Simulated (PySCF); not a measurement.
A structure optimised at B3LYP-D3(BJ)/def2-SVP, used in a PySCF frequency run:

```
Ge
Cl 1 2.1490
Cl 1 2.1561 2 109.20
Cl 1 2.1561 2 109.20 3 -116.51
S 1 2.2117 2 107.06 4 -121.74
H 5 1.3551 1 92.67 2 180.00
```

Question: Write its SMILES, formula and point group.

Answer: [SH][Ge]([Cl])([Cl])[Cl], Cl3GeHS, Cs

Question: What are its rotational constants (standard atomic weights)?

Answer: 1.1855, 1.1402, 1.1373 GHz
